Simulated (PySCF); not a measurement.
B(H)(Vi)(NH2), SMILES C=CBN (C2H6BN), B3LYP/def2-SVP optimised geometry.

```
10

B     -0.84    -0.53     0.00
H     -1.46    -1.57    -0.01
C      0.73    -0.53     0.00
C      1.50     0.39    -0.60
H      1.24    -1.38     0.48
H      2.59     0.34    -0.61
H      1.06     1.25    -1.13
N     -1.58     0.65     0.00
H     -2.59     0.68    -0.03
H     -1.15     1.57     0.05
```

Density from B3LYP/def2-TZVP run with PySCF at that geometry.

Minimum of the electron density along straight lines between bonded atoms, close to the bond critical point (lines longer than 1.1 times the sum of covalent radii, or with two minima, are not listed):

```tsv
bond	length / Å	ρ at the minimum / e bohr⁻³	∇²ρ there / e bohr⁻⁵	position (fraction from the first atom)
B1–H2	1.212	0.179	[?]	0.43
B1–C3	1.568	0.187	-0.25	0.33
C3–C4	1.343	0.346	-1.05	0.49
C3–H5	1.099	0.275	-0.94	0.64
C4–H6	1.096	0.279	-0.97	0.65
C4–H7	1.097	0.278	-0.96	0.64
B1–N8	1.396	[?]	[?]	0.33
N8–H9	1.013	0.338	-1.67	0.74
N8–H10	1.015	0.336	-1.64	0.74
```

Problem. Some entries are withheld; supply them.

Solution. 
- B1–H2, ∇²ρ there / e bohr⁻⁵: -0.36
- B1–N8, ρ at the minimum / e bohr⁻³: 0.212
- B1–N8, ∇²ρ there / e bohr⁻⁵: 0.62
